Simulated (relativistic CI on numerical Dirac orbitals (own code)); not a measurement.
**Ti⁴⁺ in a cubic cluster: L2,3 absorption with charge transfer**

Computed with a charge-transfer multiplet model of a cubic metal-ligand cluster with up to 2 ligand holes, Slater and spin-orbit integrals from Dirac-Coulomb-Breit ions, Slater integrals scaled by 0.8. The ground state mixes d0 with configurations of k ligand holes L, whose averages lie at kΔ + k(k − 1)U_dd/2; a core hole lowers each added d electron by U_cd. 300 K, Lorentzian 0.4 eV and Gaussian 0.3 eV FWHM.

Atomic integrals in eV (Slater integrals scaled, ζ unscaled), ground: F2dd 6.578, F4dd 4.090, zeta_d 0.013; with the core hole: F2dd 6.578, F4dd 4.090, zeta_d 0.032, zeta_core 3.741, F2cd 5.066, G1cd 3.785, G3cd 2.149. Where a configuration has fewer than two d electrons, the dd integrals are those of d2.

Cluster parameters (eV): Δ = 3.8, U_dd = 3.9, 10Dq = 2.05, 10Dq(ligand) = 1.5, V(eg) = 2, V(t2g) = -1.07, final-state hopping factor = 1.

```
         Case   n_d    d0   d1L  d2L2     S
U_cd = 3.8 eV  0.53  0.54  0.40  0.06  0.00
  U_cd = 5 eV  0.53  0.54  0.40  0.06  0.00
U_cd = 5.6 eV  0.53  0.54  0.40  0.06  0.00
```

Weights, n_d and S are thermal averages at 300 K. Photon energies count from the first peak over 30 % of the highest in each spectrum, which can be another peak from case to case. The parameters are a model scan and need not match a compound or its usual spin state. Peaks in eV (height, largest 100):
- U_cd = 3.8 eV: -1.0 (5), 0.0 (39), 2.5 (78), 5.4 (50), 8.0 (100)
- U_cd = 5 eV: -1.0 (5), 0.0 (41), 2.5 (75), 5.6 (55), 8.3 (100), 10.5 (6)
- U_cd = 5.6 eV: 0.0 (37), 2.5 (62), 4.4 (18), 5.6 (51), 8.2 (100), 10.4 (7)

A d0 ion has no d-d gap: its lowest excitations are ligand-to-metal charge transfer. With the core hole the configuration with one ligand hole lies at Δ + U_dd − U_cd = 3.9, 2.7, 2.1 eV from the one without, in the order of the table; where this is negative the screened configuration lies lower, though the effective hopping of about 4.6 eV (from the holes of the mixed ground state) mixes the two strongly wherever it is as large as the gap.
